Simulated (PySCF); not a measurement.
Compound: sodium potassium, KNa.
Atom-mapped SMILES: `[Na:1][K:2]`

A linear-response calculation (PySCF, def2-SVPD basis, gas phase, vertical, core orbitals frozen in the response) gave these numbers; the functional is withheld.

Orbital energies (eV): HOMO-3 -22.45, HOMO-2 -22.45, HOMO-1 -22.42, HOMO -3.90, LUMO -0.79, LUMO+1 -0.01, LUMO+2 -0.01.

```
state  E (eV)      f  main configurations (H = HOMO, L = LUMO)
   S1    1.76  0.618                                H→L (100%)
   S2    2.25  0.534                          H→L+1/L+2 (≥94%)
   S3    2.25  0.534                          H→L+1/L+2 (≥94%)
   S4    2.61  0.055                  H→L+3 (80%), H→L+6 (18%)
   S5    2.80  0.064                               H→L+4 (98%)
   S6    2.80  0.064                               H→L+5 (98%)
```

Triplets (Tamm–Dancoff): T1 0.79 eV, H→L (93%); T2 1.51 eV, H→L+1/L+2 (≥86%); T3 1.51 eV, H→L+1/L+2 (≥86%).

Vertical ionisation energy by ΔSCF with the same functional: 4.52 eV. Mean static polarisability: 333.8 au.

Orbitals of the list HOMO-3 to LUMO+2 that lie within 0.01 eV of each other are written together with a slash and their weights summed (≥ marks a lower bound); for degenerate orbitals outside that list single weights are arbitrary.

Question: Name the functional.
A. PBE0
B. CAM-B3LYP
C. HF
D. PBE

Answer: B. CAM-B3LYP is range-separated, 19% exact exchange at short range and 65% at long range (ω = 0.33 bohr⁻¹). In this run −ε(HOMO) = 3.90 eV differs from the ΔSCF value by -0.62 eV, and S1 differs from the orbital gap of 3.11 eV by -1.35 eV. The ratio −ε(HOMO)/IP is 0.86. Usual ranges for neutral molecules in this basis: 0.85 to 0.93 with CAM-B3LYP, 0.5 to 0.7 with PBE, 0.7 to 0.83 with PBE0; with Hartree–Fock the ratio is 1 or more (Koopmans' value less the relaxation energy is the ΔSCF value). The other options: PBE, a GGA without exact exchange; HF, time-dependent Hartree–Fock, 100% exact exchange; PBE0, a global hybrid with 25% exact exchange.

Method used: TDDFT CAM-B3LYP/def2-SVPD, vertical, gas phase, core orbitals frozen in the response (PySCF). Isolated species at its PBE0-D3(BJ)/def2-SVP geometry, gas phase.

Hardware: one thread, Arm Neoverse V1 (aarch64), no GPU, shared host with 32 logical CPUs at a one-minute load of 3.3. Cost: 2.3 s of wall time, 0.26 GiB resident at most.
